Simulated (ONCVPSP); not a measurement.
## Transferability test, ONCV potential for scandium

ONCVPSP 4.0.1 input, shortened (lines: element, Z, core and valence counts, functional; n l f; lmax; l rc ep ncon nbas qcut; lloc lpopt rc5 dvloc0; l nproj debl; icmod fcfact rcfact), PBE, scalar-relativistic:

```
  Sc 21.00    3    4        4      upf
    1    0    2.00
    2    0    2.00
    2    1    6.00
    3    0    2.00
    3    1    6.00
    3    2    1.00
    4    0    2.00
    3
    0    1.90    0.00    4    7    6.00
    1    1.40    0.00    4    7    9.10
    2    2.80    0.00    4    9    5.30
    3    2.30    0.02    5    9    4.40
    4    1    0.90    0.00
    0    3    1.80
    1    2    0.70
    2    2    2.10
    3    3    3.40
    3    2.75    1.20
```

In the p channel the program set the typed energies aside and used -1.236, 0.250 Ha.

Energies are relative to the spin-unpolarised reference configuration 3s2 3p6 3d1 4s2; without spin polarisation the order of configurations can differ from experiment. Not all tests gave a result: 1 of 4 tests not solved or not reliable.

```
valence configuration  charge  ΔE all-electron (eV)  error AE − PS (meV)
      3s2 3p6 3d1 4s1      +1                 6.897                 -1.5
      3s2 3p6 3d1 4s0      +2                19.665                  -18
  3s2 3p6 3d1.5 4s1.5       0                 0.680                  +36
```

Levels in the configuration 3s2 3p6 3d1 4s1:

```csv
level,all-electron (eV),pseudo (eV)
3s,-62.037,-62.111
3p,-40.620,-40.671
3d,-9.968,-9.995
4s,-9.728,-9.732
```

Note: ghosts flagged at negative energy: f at -484.4 eV; GHOST(+) flagged for s at 315.9 eV, f at 586.8 eV. A true bound ghost makes a file unfit for plane-wave use.
